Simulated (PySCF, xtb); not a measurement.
H9Si4, SMILES [SiH2][SiH]([SiH3])[SiH3] (connectivity only; charge and spin as stated), charge +1, multiplicity 1.

xtb 6.7.1 with GFN2-xTB at its own geometry gives an orbital gap of 1.50 eV.

The structure is a stationary point at B3LYP-D3(BJ)/def2-SVP. The spin state was assumed, not searched. The isomer is the one that the SMILES or the coordinates give; other isomers of the formula were not compared.

Problem. What does PBE/def2-TZVP run with PySCF give? (An estimate is asked for; the answer gives what the named calculation found.)

Solution. gap 2.34 eV (levels -11.56 and -9.21 eV).
